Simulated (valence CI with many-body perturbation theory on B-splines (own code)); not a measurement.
Pb59+: magnetic and hyperfine properties of the levels

Level of theory: relativistic CI+MBPT: five valence electrons over a frozen Dirac-Fock core [Ar], a basis of 7 s, 7 p, 8 d, 6 f, 4 g, 1 h functions for each j, with the one-electron correlation potential Σ1 (screened to all orders), the two-electron term Σ2, the three-electron term Σ3, Breit, model QED; selected single and double excitations, second order for the rest, scaled by the run's own slope (own B-spline code, finite nucleus).

No measured spectrum was set against this ion. As an estimate, large intervals hold to a few tenths of a per cent, small ones and those within an open d or f shell to about a per cent. Excitations out of the core, of the other parity, are not computed and may begin above about 287 eV (a cautious bound); beyond it only levels of the ground parity were kept, without lifetimes. Only levels of the ground parity were solved; by the run's estimate the other parity begins above the list, which can be wrong where configurations are misplaced.

A/g_I is the dipole constant over the nuclear g factor μ/I (μ in nuclear magnetons, uniformly magnetised nucleus), B/Q the quadrupole constant per barn. Both hold the static response of the core; the bare values leave it out. Large factors of s and p1/2 electrons are usually good to 5 to 10 %; those of open d and f shells near neutrality can be off by tens of per cent, and small factors of p3/2, d and f electrons come from cancelling terms and can be off by a factor of two or in sign, in half-filled shells by more. B is blank for J = 1/2, where it vanishes, and for nearly pure S terms. Energies count from the lowest level.

Levels are named by their leading jj configuration (3d3/2^4 stands for four electrons in 3d with j = 3/2), which in mixed levels can hold well under half, so a name can repeat and another be missing. Letters in brackets count levels of one name in rising energy.

| Level | E (eV) | g | A/g_I (MHz) | A/g_I bare | B/Q (MHz/b) | B/Q bare |
| --- | --- | --- | --- | --- | --- | --- |
| (3d3/2^4 3d5/2) J=5/2 | 0.00 | 1.243 | 53900 | 55200 | 106000 | 107000 |
| (3d3/2^3 3d5/2^2) J=5/2 [a] | 101.48 | 1.319 | 31600 | 33200 | 36500 | 36600 |
| (3d3/2^3 3d5/2^2) J=7/2 [a] | 114.17 | 1.157 | 62600 | 63500 | 112000 | 113000 |
| (3d3/2^3 3d5/2^2) J=11/2 | 115.13 | 1.089 | 81800 | 82400 | -6700 | -7060 |
| (3d3/2^3 3d5/2^2) J=3/2 [a] | 116.75 | 1.123 | 81800 | 82600 | 92400 | 93100 |
| (3d3/2^3 3d5/2^2) J=9/2 | 122.12 | 1.124 | 72600 | 73400 | 115000 | 116000 |
| (3d3/2^3 3d5/2^2) J=5/2 [b] | 126.92 | 1.121 | 74800 | 75600 | -10100 | -10100 |
| (3d3/2^3 3d5/2^2) J=7/2 [b] | 131.68 | 1.061 | 89000 | 89600 | -125000 | -126000 |
| (3d3/2^3 3d5/2^2) J=1/2 | 132.33 | 1.743 | -43200 | -39800 |  |  |
| (3d3/2^3 3d5/2^2) J=3/2 [b] | 153.10 | 0.801 | 141000 | 141000 | -125000 | -126000 |
| (3d3/2^2 3d5/2^3) J=5/2 [a] | 214.29 | 1.322 | 22300 | 23800 | 4930 | 4980 |
| (3d3/2^2 3d5/2^3) J=11/2 | 224.33 | 1.087 | 79300 | 79900 | 1360 | 1390 |
| (3d3/2^2 3d5/2^3) J=7/2 [a] | 224.43 | 1.205 | 53000 | 54000 | -3470 | -3500 |
| (3d3/2^2 3d5/2^3) J=9/2 [a] | 226.80 | 1.137 | 68400 | 69200 | -8320 | -8390 |
| (3d3/2^2 3d5/2^3) J=13/2 | 229.68 | 1.062 | 85700 | 86200 | -74.0 | -63.5 |
| (3d3/2^2 3d5/2^3) J=1/2 [a] | 233.38 | 0.416 | 235000 | 233000 |  |  |
| (3d3/2^2 3d5/2^3) J=3/2 [a] | 234.60 | 1.154 | 66300 | 67200 | 1980 | 1960 |
| (3d3/2^2 3d5/2^3) J=5/2 [b] | 235.47 | 1.019 | 95000 | 95300 | -7860 | -7890 |
| (3d3/2^2 3d5/2^3) J=9/2 [b] | 241.28 | 1.092 | 78700 | 79300 | 2040 | 2060 |
| (3d3/2^2 3d5/2^3) J=7/2 [b] | 244.01 | 0.976 | 105000 | 106000 | -2060 | -2090 |
| (3d3/2^2 3d5/2^3) J=3/2 [b] | 246.79 | 0.856 | 131000 | 131000 | 7390 | 7500 |
| (3d3/2^2 3d5/2^3) J=5/2 [c] | 247.04 | 1.045 | 88900 | 89400 | 7540 | 7560 |
| (3d3/2^2 3d5/2^3) J=7/2 [c] | 254.26 | 1.023 | 95300 | 95600 | 2050 | 2060 |
| (3d3/2^2 3d5/2^3) J=1/2 [b] | 254.55 | 1.738 | -61500 | -58300 |  |  |
| (3d3/2^2 3d5/2^3) J=9/2 [c] | 264.43 | 1.101 | 76800 | 77500 | 25800 | 26100 |
| (3d3/2^2 3d5/2^3) J=3/2 [c] | 282.23 | 1.173 | 61400 | 62400 | -21700 | -21900 |
| (3d3/2^2 3d5/2^3) J=5/2 [d] | 287.28 | 1.170 | 61300 | 62300 | 19400 | 19600 |
| (3d3/2 3d5/2^4) J=5/2 [a] | 339.15 | 1.246 | 36200 | 37500 | -44100 | -44300 |
| (3d3/2 3d5/2^4) J=7/2 [a] | 349.66 | 1.172 | 61000 | 61900 | -126000 | -127000 |
| (3d3/2 3d5/2^4) J=11/2 | 350.82 | 1.067 | 83000 | 83500 | 5540 | 5900 |
| (3d3/2 3d5/2^4) J=3/2 [a] | 353.33 | 1.005 | 88300 | 88600 | -96500 | -97200 |
| (3d3/2 3d5/2^4) J=9/2 | 359.20 | 1.110 | 73400 | 74100 | -135000 | -136000 |
| (3d3/2 3d5/2^4) J=5/2 [b] | 364.71 | 1.104 | 74600 | 75200 | 22100 | 22200 |
| (3d3/2 3d5/2^4) J=7/2 [b] | 368.71 | 1.018 | 92500 | 92800 | 142000 | 143000 |
| (3d3/2 3d5/2^4) J=1/2 | 376.39 | 1.382 | -25700 | -24100 |  |  |
| (3d3/2 3d5/2^4) J=3/2 [b] | 395.49 | 0.849 | 139000 | 139000 | 141000 | 142000 |
| (3d5/2^5) J=5/2 | 473.33 | 1.154 | 58600 | 59400 | -135000 | -135000 |

Q: Take the isotope of mass number 207, with I = 1/2, μ = 0.5906 μN. What is the hyperfine structure of (3d3/2^4 3d5/2) J=5/2?

A: From the table A = 63700 MHz. Shifts from the centre of gravity in MHz: F = 2: -111000, F = 3: 79600.
